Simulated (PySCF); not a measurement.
FGeH5N2, SMILES [GeH]([NH2])([F])[NH2].

Coordinates come from a PBE0-D3(BJ)/def2-SVP optimisation. This is a generated structure with no PubChem entry under its InChIKey; it may be hypothetical. The values are those of a single conformer.

Two levels are set side by side: TDDFT-PBE/def2-SVPD (PySCF) and TDDFT-LC-ωPBE/def2-SVPD (PySCF). Vertical, same geometry. The lowest singlet is HOMO→LUMO 97 % with PBE and HOMO→LUMO 59 %, HOMO→LUMO+1 23 % with the other functional; states are paired by order. Differences are taken from unrounded values.

| quantity | TDDFT-LC-ωPBE |
|---|---|
| lowest singlet excitation (eV) | 7.34 |
| lowest triplet excitation (TDA) (eV) | 6.76 |
| first bright state (f over 0.05) (eV) | 7.34 |
| its oscillator strength | 0.06 |

Task: What does TDDFT-PBE give, and how far is it from TDDFT-LC-ωPBE? (An estimate is asked for; the answer gives what the named calculation found.)

Result: 
```csv
quantity,TDDFT-PBE,TDDFT-PBE minus TDDFT-LC-ωPBE
lowest singlet excitation (eV),5.98,-1.36
lowest triplet excitation (TDA) (eV),5.67,-1.10
first bright state (f over 0.05) (eV),7.01,-0.34
its oscillator strength,0.06,0.00
```

Functionals without exact exchange tend to place singlet excitations lower, as here. Differences between two approximate levels are no errors against the true value.

Rough cost on one machine, each run with all the roots and properties that it gave: TDDFT-LC-ωPBE against TDDFT-PBE about 5 times.
